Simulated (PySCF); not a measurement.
C3H5BO, SMILES C1CB(O)C=1.

Geometry optimised at B3LYP-D3(BJ)/def2-SVP. The structure was generated by enumeration, and PubChem lists no compound with its InChIKey, so it may never have been made. The values are those of a single conformer.

The numbers are results of PBE/def2-TZVP in PySCF, not measurements.

Isolated molecule, no solvent.

Task: Estimate the frontier levels, gap, dipole moment and polarisability. (Estimate from the structure and the level; the computed values follow.)

Result: 
- highest occupied level: -6.51 eV
- lowest empty level: -1.69 eV
- orbital gap: 4.82 eV
- dipole moment: 1.36 D
- quadrupole, principal values (traceless, Buckingham form, about the centre of nuclear charge): -4.79, -2.49, 7.29 D·Å
- mean static polarisability: 51.7 bohr³ (7.66 Å³)
- polarisability, principal values: 36.4, 57.5, 61.1 bohr³
